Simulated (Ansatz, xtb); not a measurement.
# Ranking isomers of GeH8SSi2

4 gas-phase structures of GeH8SSi2, from a drawn sample of its isomers (lower ones may exist). Each was relaxed with GFN2-xTB; where two conformers were screened, the lower at r2SCAN-D4/def2-SVP is listed:

A. `[SiH3][GeH2][SiH2]S`, a singlet
B. `[SiH3][SiH2][GeH2][SH]`, a singlet
C. `[SiH3][GeH]([SiH3])[SH]`, a singlet
D. `[SiH3][Si@@H](S)[GeH3]`, a singlet

**Question.** Which do you expect lowest at r2SCAN-D4/def2-SVP, and how would the others follow?

**Answer.** Calculated order at r2SCAN-D4/def2-SVP: A (0.0), C (5.6), D (10.3), B (14.8) kJ/mol.

Energies above the lowest of each column, in kJ/mol; the last columns are at B3LYP-D3(BJ)/def2-SVP geometries:

| structure | GFN2-xTB | HF/STO-3G | r2SCAN-D4/def2-SVP | B3LYP-D3(BJ)/def2-SVP | CCSD(T)/def2-SVP + ΔMP2/def2-TZVPP |
| --- | --- | --- | --- | --- | --- |
| A | 17.6 | 0.0 | 0.0 | 0.0 | 0.0 |
| C | 0.0 | 6.1 | 5.6 | 7.9 | 8.1 |
| D | 78.2 | 9.1 | 10.3 | 14.6 | 16.0 |
| B | 53.0 | 12.0 | 14.8 | 18.7 | 23.1 |

CCSD(T)/def2-SVP + ΔMP2/def2-TZVPP puts A lowest; GFN2-xTB picks C. Flexible structures stand in one conformer each, not always the lowest. ΔMP2 is the change of the MP2 energy from the smaller to the larger basis.

Over these structures GFN2-xTB departs from r2SCAN-D4/def2-SVP by 23.5 kJ/mol on average once a common shift is removed. A GFN2-xTB relaxation took about 0.39 s and the r2SCAN-D4/def2-SVP energy about 7.7 s on a shared host (Ansatz 0.2.0, xtb 6.7.1).
